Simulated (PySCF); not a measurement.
Mapped SMILES: `[CH3:1][C:2]#[C:3][Si@H:4]([PH2:5])[SiH:6]([CH3:7])[CH3:8]`; H(Xn) means a hydrogen on atom n.

Non-relativistic, equivalent nuclei averaged, one computed conformer, isolated molecule. NMR shieldings at PBE0/pcSseg-1/GIAO; GFN2-xTB structure; PySCF 2.14.

Scale: TMS for 13C, 1H, 29Si; 31P against H3PO4 (reference shieldings calculated alike).

| atoms | nucleus | count | δ (ppm) |
| --- | --- | --- | --- |
| H(C8) | 1H | 3 | 0.23 |
| P5 | 31P | 1 | ? |
| C3 | 13C | 1 | 84.4 |
| C7 | 13C | 1 | ? |
| H(Si6) | 1H | 1 | 4.29 |
| H(Si4) | 1H | 1 | 4.55 |
| Si4 | 29Si | 1 | -76.2 |
| H(C7) | 1H | 3 | 0.26 |
| H(P5) | 1H | 2 | 1.32 |
| C8 | 13C | 1 | ? |
| C2 | 13C | 1 | 116.7 |
| Si6 | 29Si | 1 | ? |
| H(C1) | 1H | 3 | 2.10 |
| C1 | 13C | 1 | 6.4 |

Fill in the missing shifts.

Answers


- C7: -4.1 ppm, methyl carbon bonded to Si; an electropositive neighbour leaves it electron-rich and shielded
- C8: -5.7 ppm, methyl carbon bonded to Si; an electropositive neighbour leaves it electron-rich and shielded
- Si6: -42.8 ppm, silicon bonded to 2 C, Si, H
- P5: -275.5 ppm, phosphorus bonded to Si, 2 H

Shifts are as computed. Against solution values, carbons near 30 ppm lie about +3 ppm off and those near 130 ppm about +5 ppm. Of 1211 compounds with measured shifts, 218 miss one by over three times the rms of a fit or turn the order of signals round; such compounds aren't used in these exercises. Experimental scales use liquid or dissolved standards, which lie at an offset from isolated H3PO4.
